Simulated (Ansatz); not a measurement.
InF2, SMILES [In+]([F])[F], charge +1.

Coordinates come from a PBE0-D3(BJ)/def2-TZVP optimisation. The spin state was assumed, not searched. The isomer is the one that the SMILES or the coordinates give; other isomers of the formula were not compared. The def2 effective core potentials stand for the cores of In; spin–orbit coupling is left out.

Two levels are set side by side: PBE/def2-TZVPD (Ansatz, a first-principles code) and CAM-B3LYP/def2-TZVPD (Ansatz). Energy differences of separate SCF runs at the same geometry; the states with an electron removed or added have multiplicity 2 and 2. Differences are taken from unrounded values.

```csv
quantity,CAM-B3LYP,PBE,PBE minus CAM-B3LYP
vertical ionisation energy (eV),21.17,20.20,-0.98
vertical electron affinity (eV),8.28,8.10,-0.18
vertical singlet–triplet gap (eV),5.43,4.64,-0.79
```
